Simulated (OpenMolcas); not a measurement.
**Cl+: from CASSCF to CASPT2**

* Program: OpenMolcas 26.06
* Basis: ANO-RCC-VDZP [4s3p1d]
* Scalar Hamiltonian: DKH2, point nucleus
* Active space: 4 electrons in 3 orbitals (3p)
* State averaging: 2S+1 = 3 even, 3 roots; 2S+1 = 1 even, 6 roots
* Spin-orbit coupling: state interaction with AMFI integrals over the reference wave functions, term energies averaged over their components

Methods on the same reference wave functions:
A. CASSCF
B. SS-CASPT2, IPEA 0.25 Eh, imaginary shift 0.1 Eh (closed shells correlated: 2s 2p 3s)
C. XMS-CASPT2, IPEA 0.25 Eh, imaginary shift 0.1 Eh (closed shells correlated: 2s 2p 3s)

Energies in eV above 3s² 3p⁴ ³P₂, the measured ground level; measured values from NIST Handbook of Basic Atomic Spectroscopic Data.

```csv
Level,A,B,C,Measured
3s² 3p⁴ ³P₂,0.0000,0.0000,0.0000,0.0000
3s² 3p⁴ ³P₁,0.0819,0.0821,0.0821,0.0863
3s² 3p⁴ ³P₀,0.1189,0.1186,0.1186,0.1235
3s² 3p⁴ ¹D₂,1.7846,1.622,1.589,1.4449
3s² 3p⁴ ¹S₀,4.3833,3.763,3.716,3.4564
```

Deviations, from unrounded energies. A percentage is the sum of absolute deviations over the sum of measured energies, with the sign that they share, or ± where signs differ.

```json
{"Against measurement": "mean absolute deviation (cm-1)", "Levels": "4", "A": "2600", "B": "990", "C": "830"}
{"Against measurement": "fine structure of the ground term (%)", "Levels": "2", "A": "-4.3", "B": "-4.4", "C": "-4.4"}
{"Against measurement": "other terms of the ground configuration (%)", "Levels": "2", "A": "+25.8", "B": "+9.9", "C": "+8.2"}
```

C lies closest to measurement on these levels and A furthest from it. The largest miss of C in the table is 3s² 3p⁴ ¹S₀, by +2100 cm-1. The ranking rests on the paired levels alone, and a cruder setting can come out closer through cancelling errors.

Between B and C the level of the table that moves most is 3s² 3p⁴ ¹S₀, by 380 cm-1 (lowest in C, highest in B). Moves below CASPT2's spread within the term are not significant.

The mean deviations of B to C differ by less than CASPT2's widest spread within a term (960 cm-1), so their order carries little weight.

From A to B the spin-free energies of the other terms of 3s² 3p⁴ shown, above ³P, scale by factors of 0.86 to 0.91.

The lowest spin-free term lies below A's lowest term by 0.101 hartree in B, 0.105 hartree in C.

Term energies are means over components that CASPT2 splits; among the terms shown or strongly mixed into the levels shown the widest spread is 960 cm-1 (3s² 3p⁴ ¹D, C). With the s shell closed, the reference lacks s² → p² mixing. Without dynamic correlation excited terms often stand tens of per cent too high (terms of higher spin than the ground term too low), and those without a measured partner can miss by more than the paired ones (holds for A). Computed and measured levels are paired by configuration, term and J; levels that our copy of the source lacks, or whose pairing is in doubt (as where it misses far off the trend of its configuration), stay unpaired and out of the deviations. Levels of configurations outside the active space are missing.
